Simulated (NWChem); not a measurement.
System: ZnSiH4Se; SMILES [SiH3][Zn][SeH]

All runs: NWChem. Geometry: optimised at PBE0/def2-SVP. One conformer.

Diagonal of the polarisability tensor at CAM-B3LYP/def2-SVPD, static: 72.52, 128.76, 72.82 bohr³.

Find the mean polarisability volume, the molar refraction, and the refractive index that an ideal gas of it would have at 273.15 K and 1 atm.


1. Mean: one third of the trace = 91.37 bohr³ × 0.14818 Å³/bohr³ = 13.54 Å³.
2. Molar refraction (Lorentz-Lorenz): (4π/3) N_A α = 34.2 cm³/mol.
3. Number density p/kT = 2.687 × 10⁻⁵ Å⁻³; n − 1 = 2π N α = 22.86 × 10⁻⁴.
4. These hold the electronic response alone: vibrational and orientational terms add to the static dielectric constant.
